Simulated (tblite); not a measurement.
C₃H₁₀F₃PSi₂.
Numbering: `[F:1][C:2]([F:3])([F:4])[CH2:5][C@H:6]([SiH3:7])[SiH2:8][PH2:9]` (hydrogens: H10, H11 on C5; H12 on C6; H13, H14, H15 on Si7; H16, H17 on Si8; H18, H19 on P9)

Computed with GFN2-xTB (tblite), gas phase: L-BFGS steps from a force-field or distance-geometry start until the largest atomic force falls under 0.01 eV/Å.

Step 5: E = -862.6040 eV
```
atom  x, y, z in Å  |  force x, y, z in eV/Å
F1     -0.3932   -2.2443    0.4591    0.116   0.051   0.062
C2     -1.4665   -1.5782   -0.0127   -0.240  -0.659   0.301
F3     -2.3251   -1.5052    1.0250    0.105   0.137  -0.158
F4     -2.0175   -2.4536   -0.8715   -0.201   0.228  -0.256
C5     -1.1135   -0.2433   -0.6033    0.009  -0.503  -0.209
C6     -0.4930    0.6473    0.4558   -0.113  -0.027  -0.208
Si7    -0.1781    2.3218   -0.3828    0.043   0.057   0.060
Si8     1.1806   -0.0632    1.0868   -0.096   0.081  -0.018
P9      2.2436   -0.6720   -0.8179    0.049  -0.088   0.067
H10    -2.0200    0.1557   -1.0787    0.150   0.036   0.218
H11    -0.3779   -0.4502   -1.3895   -0.073   0.044  -0.073
H12    -1.2190    0.7462    1.2665    0.187   0.036   0.072
H13     0.2748    3.2243    0.6701   -0.051   0.161  -0.071
H14    -1.4241    2.7324   -1.0336    0.033   0.118   0.028
H15     0.8659    2.0517   -1.3709   -0.012   0.186  -0.080
H16     0.9439   -1.0156    2.1846    0.211   0.114  -0.125
H17     1.8566    1.1499    1.5789    0.158  -0.209   0.085
H18     2.0963   -2.0584   -0.8163   -0.020   0.244   0.203
H19     3.5563   -0.7361   -0.3571   -0.255  -0.006   0.101
```

Step 6: E = -862.6462 eV
```
atom  x, y, z in Å  |  force x, y, z in eV/Å
F1     -0.3866   -2.2546    0.4605   -0.165  -0.054   0.027
C2     -1.4723   -1.6027   -0.0057   -0.048  -0.038  -0.049
F3     -2.3314   -1.5004    1.0262    0.164  -0.067  -0.170
F4     -2.0314   -2.4527   -0.8856   -0.090   0.142   0.013
C5     -1.1122   -0.2597   -0.6043   -0.019  -0.297  -0.098
C6     -0.4885    0.6462    0.4488   -0.168  -0.152  -0.228
Si7    -0.1771    2.3269   -0.3823    0.036   0.014   0.018
Si8     1.1818   -0.0641    1.0791   -0.036   0.137   0.120
P9      2.2368   -0.6601   -0.8311    0.072  -0.124   0.143
H10    -2.0188    0.1554   -1.0710    0.179  -0.078   0.230
H11    -0.3788   -0.4487   -1.3980   -0.118  -0.050  -0.018
H12    -1.2097    0.7457    1.2629    0.160   0.035   0.077
H13     0.2720    3.2359    0.6670   -0.050   0.130  -0.066
H14    -1.4225    2.7412   -1.0328    0.029   0.105   0.031
H15     0.8649    2.0630   -1.3756   -0.018   0.187  -0.065
H16     0.9544   -1.0137    2.1890    0.210   0.150  -0.216
H17     1.8692    1.1427    1.5865    0.102  -0.257   0.039
H18     2.1080   -2.0405   -0.7939   -0.146   0.100   0.112
H19     3.5324   -0.7506   -0.3470   -0.093   0.118   0.101
```

Step 7: E = -862.6637 eV
```
atom  x, y, z in Å  |  force x, y, z in eV/Å
F1     -0.3863   -2.2601    0.4618   -0.230  -0.127   0.012
C2     -1.4754   -1.6139   -0.0039    0.064   0.190  -0.196
F3     -2.3317   -1.4994    1.0242    0.104  -0.131  -0.090
F4     -2.0393   -2.4501   -0.8919   -0.066   0.039   0.075
C5     -1.1119   -0.2718   -0.6060    0.003  -0.095  -0.014
C6     -0.4893    0.6429    0.4418   -0.093  -0.145  -0.140
Si7    -0.1762    2.3293   -0.3819    0.011  -0.023  -0.012
Si8     1.1814   -0.0620    1.0774   -0.027   0.130   0.071
P9      2.2349   -0.6569   -0.8341    0.022  -0.057   0.153
H10    -2.0152    0.1540   -1.0637    0.100  -0.111   0.173
H11    -0.3810   -0.4490   -1.4023   -0.097  -0.114  -0.034
H12    -1.2029    0.7462    1.2626    0.131   0.018   0.041
H13     0.2699    3.2433    0.6646   -0.049   0.106  -0.058
H14    -1.4213    2.7469   -1.0318    0.028   0.096   0.033
H15     0.8642    2.0712   -1.3788   -0.017   0.182  -0.057
H16     0.9627   -1.0104    2.1872    0.189   0.117  -0.197
H17     1.8765    1.1352    1.5906    0.098  -0.212   0.037
H18     2.1105   -2.0312   -0.7823   -0.193  -0.018   0.083
H19     3.5207   -0.7548   -0.3408    0.022   0.153   0.120
```

Task: Estimate the geometry and energy of step 8. (The exact step hangs on the optimiser's Hessian estimate; all steps are aligned on step 7, rigid shifts and turns removed.)

Result: E = -862.6820 eV, largest force 0.377 eV/Å
```
atom  x, y, z in Å  |  force x, y, z in eV/Å
F1     -0.3906   -2.2687    0.4633   -0.222  -0.190  -0.014
C2     -1.4776   -1.6229   -0.0054    0.124   0.265  -0.237
F3     -2.3300   -1.5008    1.0203    0.007  -0.142   0.014
F4     -2.0491   -2.4466   -0.8974   -0.050  -0.070   0.076
C5     -1.1113   -0.2860   -0.6082    0.050   0.133   0.056
C6     -0.4915    0.6368    0.4320    0.054  -0.049   0.014
Si7    -0.1751    2.3311   -0.3817   -0.020  -0.051  -0.035
Si8     1.1801   -0.0572    1.0763   -0.020   0.087  -0.051
P9      2.2330   -0.6543   -0.8341   -0.034   0.022   0.140
H10    -2.0100    0.1503   -1.0526   -0.054  -0.107   0.063
H11    -0.3854   -0.4520   -1.4078   -0.046  -0.170  -0.077
H12    -1.1929    0.7469    1.2630    0.080  -0.012  -0.012
H13     0.2666    3.2534    0.6607   -0.050   0.064  -0.053
H14    -1.4194    2.7550   -1.0300    0.023   0.083   0.034
H15     0.8631    2.0838   -1.3834   -0.012   0.168  -0.049
H16     0.9755   -1.0047    2.1813    0.148   0.036  -0.125
H17     1.8866    1.1231    1.5958    0.113  -0.106   0.053
H18     2.1089   -2.0221   -0.7681   -0.225  -0.133   0.062
H19     3.5090   -0.7560   -0.3315    0.134   0.172   0.141
```

The energy changes by -0.0183 eV. The first-order estimate −F·Δx gives -0.0259 eV and the mean of the old and new forces, exact on a quadratic surface, -0.0183 eV. The step makes an angle of 51° with the force vector and moves no atom by more than 0.017 Å.

What follows is the cost of the whole relaxation. Time: 2.5 s of wall time. Hardware: an Intel Xeon at 2.50 GHz with one thread, on a shared host.
